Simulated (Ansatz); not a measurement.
C3H7GeN, SMILES `[CH]1=NC[CH2][GeH2]1`, charge 0, multiplicity 1.

Task: Give a relaxed structure at PBE0-D4/def2-TZVP (Ansatz). (An estimate is asked.)

Result: Ansatz gave: 
Z-matrix (Å, degrees):
```
C
N 1 1.457
C 1 1.543 2 116.0
H 1 1.094 2 106.4 3 124.2
H 1 1.094 2 106.2 3 -123.8
C 2 1.264 1 117.6 3 2.4
Ge 3 1.959 1 104.4 2 -3.2
H 3 1.090 1 111.8 2 -123.5
H 3 1.090 1 111.6 2 115.9
H 6 1.090 2 118.0 1 179.6
H 7 1.539 3 115.2 1 -113.5
H 7 1.539 3 115.1 1 118.8
```
Point group Cs.
This is one stationary point; other conformers may exist.
